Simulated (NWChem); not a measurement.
System: CH$_{4}$F$_{3}$NSi; SMILES NC[Si](F)(F)F

The following NWChem deck was run.

```
start job
memory heap 200 mb stack 900 mb global 1100 mb
geometry units angstroms
  N     -2.473264     0.246403     0.356109
  C     -1.217591     0.991856     0.482732
  Si     0.330712     0.030602    -0.025176
  F      0.267237    -0.479987    -1.528128
  F      1.715573     0.794947     0.094082
  F      0.521775    -1.306212     0.811505
  H     -2.619803    -0.046136    -0.603802
  H     -2.452760    -0.588353     0.931601
  H     -1.325397     1.900695    -0.116191
  H     -1.147045     1.321767     1.523167
end
basis spherical
  * library def2-svp
end
dft
  xc pbe0
  iterations 150
end
driver
  maxiter 120
end
task dft optimize
task dft freq
```

The level has its own optimisation; frequencies are unscaled.

Task: What results follow from this input? (PBE0/def2-SVP.) Quantities: r C–N (Å); r H–N (Å); r C–Si (Å); r C–H (Å); highest harmonic frequency (cm⁻¹); lowest (cm⁻¹); zero-point energy (kcal/mol); dipole (D).

Result: 
```
Item                               Result
---------------------------------  ------
r C–N (Å)                           1.459
r H–N (Å)                           1.018
r C–Si (Å)                          1.854
r C–H (Å)                           1.104
highest harmonic frequency (cm⁻¹)    3634
lowest (cm⁻¹)                          56
zero-point energy (kcal/mol)         40.5
dipole (D)                           1.43
```
